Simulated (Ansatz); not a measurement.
`BC#CBO` → 2 B• + 2 C• + 4 H• + O•  (atomization)

Calculated with Ansatz (gas phase, PBE0-D4/def2-TZVP geometries, no zero-point term in ΔE). CCSD(T)/CBS adds triple-zeta CCSD(T) − MP2 to the extrapolated MP2 energy (def2 sets, frozen cores). This one scheme is used for every species, atoms too. DFT in def2-TZVPP. Open shells (•) are unrestricted, without spin–orbit coupling. Spin–orbit coupling would lower the free atoms: a little for B, C, O. Each species was taken in one conformer, which may not be the lowest.

`BC#CBO`:

Cartesian coordinates in Å:
```
B 1.325 -0.850 1.992
C 0.559 -0.396 0.797
C -0.073 -0.012 -0.176
B -0.834 0.384 -1.425
O -1.462 1.580 -1.469
H 2.488 -0.596 2.083
H 0.773 -1.468 2.851
H -0.863 -0.376 -2.352
H -1.913 1.734 -2.302
```

```
 level  ΔE (kJ/mol)
B2PLYP       3854.9
  BLYP       3866.8
```

What does CCSD(T)/CBS give? (An estimate is asked.)

Ansatz gave: +3840.9 kJ/mol. The listed levels differ from it by 14.0, 25.9 kJ/mol.

Largest T1 diagnostic among the species: 0.016.

From PBE to PBE0 (25 % exact exchange), in def2-TZVPP and without D4, ΔE moves by −86.4 kJ/mol: exact exchange takes away binding that semilocal exchange gives to molecules. Leaving LDA and LC-ωPBE aside and taking each functional with its dispersion term where it has one, the values, not all of them listed here, spread over 221.9 kJ/mol, from BHLYP-D4 to PBE-D4. LDA lies +456.8 kJ/mol from PBE without D4, its usual overbinding. The D4 term adds +21.1 kJ/mol with B3LYP and +11.0 kJ/mol with PBE0; it sums over pairs of atoms, weighted by their polarisabilities, and B3LYP, whose exchange is more repulsive, gets the larger term.

B3LYP here is the variant with VWN-RPA as its local correlation; programs differ in this.

For atomizations the MP2-based limit and the directly extrapolated one differ by several kJ/mol either way, and by 10 to 25 for some Ge, Se and Sn compounds, so smaller differences from it don't rank the levels.
